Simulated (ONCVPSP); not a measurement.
**fluorine (F) ONCV: all-electron and pseudo phase curves**

| Item | Value |
| --- | --- |
| Element | fluorine |
| Generator | ONCVPSP 4.0.1 |
| Type | optimised norm-conserving Vanderbilt (ONCV) |
| Functional | Wu-Cohen |
| Relativity | fully relativistic |
| Frozen core | [He] |
| Valence charge | 7 |
| Reference configuration | 2s2 2p5 |
| Partial waves | 2s: rc 0.80 bohr, ncon 3, nbas 7, qcut 9.8 1/bohr, 2 projectors, debl 0.9 Ha; 2p: rc 0.80 bohr, ncon 4, nbas 9, qcut 13.9 1/bohr, local; d scattering state at 0.22 Ha: rc 0.90 bohr, ncon 4, nbas 8, qcut 11.6 1/bohr, 3 projectors, debl 1.8 Ha |
| Local potential | the p channel |
| Core correction | Teter function, fcfact 3.25, rcfact 1.15 |

Open shells are filled in proportion to 2j + 1.

In the s channel the program set the typed energies aside and used -1.093, 0.250 Ha.

The phase is arctan(r·R′/R) of the radial function R(r), unwrapped; energies in Ha, scanned from -3 to 5 Ha. A pole is an energy at which the radial function vanishes at the test radius. The pseudo phase is shifted by a multiple of π to meet the all-electron one at the reference energy, and phase errors are pseudo minus all-electron; the curves can meet again beyond the range given. Levels narrower than the energy grid can be missing from the lists of poles.

Task: For each channel, where are the poles, and over which energies does the pseudopotential scatter like the atom?

Result:

```json
{"channel": "s", "radius (bohr)": "0.81", "reference energy (Ha)": "-1.09", "poles, all-electron": "none", "poles, pseudo": "none", "unbroken range about the reference energy with phases within 0.05 rad": "the whole range", "phase error 1 Ha above the reference energy (rad)": "+0.000"}
{"channel": "p3/2", "radius (bohr)": "0.81", "reference energy (Ha)": "-0.41", "poles, all-electron": "4.57", "poles, pseudo": "4.79", "unbroken range about the reference energy with phases within 0.05 rad": "the whole range", "phase error 1 Ha above the reference energy (rad)": "+0.001"}
{"channel": "p1/2", "radius (bohr)": "0.81", "reference energy (Ha)": "-0.41", "poles, all-electron": "4.55", "poles, pseudo": "4.79", "unbroken range about the reference energy with phases within 0.05 rad": "the whole range", "phase error 1 Ha above the reference energy (rad)": "+0.002"}
{"channel": "d5/2", "radius (bohr)": "0.91", "reference energy (Ha)": "0.22", "poles, all-electron": "none", "poles, pseudo": "none", "unbroken range about the reference energy with phases within 0.05 rad": "the whole range", "phase error 1 Ha above the reference energy (rad)": "-0.000"}
{"channel": "d3/2", "radius (bohr)": "0.91", "reference energy (Ha)": "0.22", "poles, all-electron": "none", "poles, pseudo": "none", "unbroken range about the reference energy with phases within 0.05 rad": "the whole range", "phase error 1 Ha above the reference energy (rad)": "-0.000"}
```

Phases in the s channel:

```tsv
E (Ha)	all-electron	pseudo
-2.98	-0.181	-0.181
-2.76	-0.273	-0.273
-2.54	-0.364	-0.364
-2.32	-0.452	-0.452
-2.10	-0.536	-0.535
-1.88	-0.614	-0.614
-1.66	-0.688	-0.688
-1.44	-0.756	-0.756
-1.22	-0.819	-0.819
-1.00	-0.877	-0.877
-0.78	-0.930	-0.930
-0.56	-0.978	-0.978
-0.34	-1.022	-1.022
-0.12	-1.063	-1.063
0.10	-1.100	-1.100
0.32	-1.134	-1.134
0.54	-1.166	-1.166
0.76	-1.195	-1.195
0.98	-1.222	-1.222
1.20	-1.247	-1.246
1.42	-1.270	-1.270
1.64	-1.291	-1.291
1.86	-1.312	-1.312
2.08	-1.330	-1.330
2.30	-1.348	-1.348
2.52	-1.365	-1.365
2.74	-1.381	-1.381
2.96	-1.396	-1.396
3.18	-1.410	-1.410
3.40	-1.423	-1.423
3.62	-1.436	-1.436
3.84	-1.448	-1.448
4.06	-1.460	-1.460
4.28	-1.471	-1.472
4.50	-1.482	-1.482
4.72	-1.493	-1.493
4.94	-1.503	-1.503
```
